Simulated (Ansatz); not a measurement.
Stepwise reaction of `[SiH3][O][Mg][O][SiH3]` with water, as a gas-phase model of exchange steps in deposition or etching. ΔE in kJ/mol.

Computed with Ansatz on PBE0-D4/def2-TZVP structures; ΔE is electronic, products minus reactants. CBS: MP2 limit from def2 TZ/QZ plus the TZ coupled-cluster correction, frozen cores. This one scheme is used for every species. Functionals use def2-TZVPP. B3LYP here is the variant with VWN-RPA as its local correlation; programs differ in this. For Mg outer-core shells are correlated without core-valence functions, which leaves a few kJ/mol of doubt a bond. Each species was taken in one conformer, which may not be the lowest.

| step | reaction | PBE-D4 | B3LYP-D4 | ωB97M-V | CCSD(T)/CBS |
| --- | --- | --- | --- | --- | --- |
| 1 | `[SiH3][O][Mg][O][SiH3]` + H₂O → `[OH][Mg][O][SiH3]` + `O[SiH3]` | 32.6 | 34.6 | 33.2 | 43.1 |
| 2 | `[OH][Mg][O][SiH3]` + H₂O → `[OH][Mg][OH]` + `O[SiH3]` | 33.5 | 36.1 | 35.2 | 42.6 |

(1) By hand: ΔE of the 2 steps together at CCSD(T)/CBS.

## Answers

(1) (43.1) + (42.6) = 85.7 kJ/mol, or 42.9 kJ/mol a step.

In ΔE the steps differ by no more than 0.5 kJ/mol. All are uphill at CCSD(T)/CBS. PBE-D4 differs from CCSD(T)/CBS by -10.5 to -9.1 kJ/mol a step. Isolated molecules leave out the surface, adducts and barriers. Largest T1 diagnostic: 0.011.
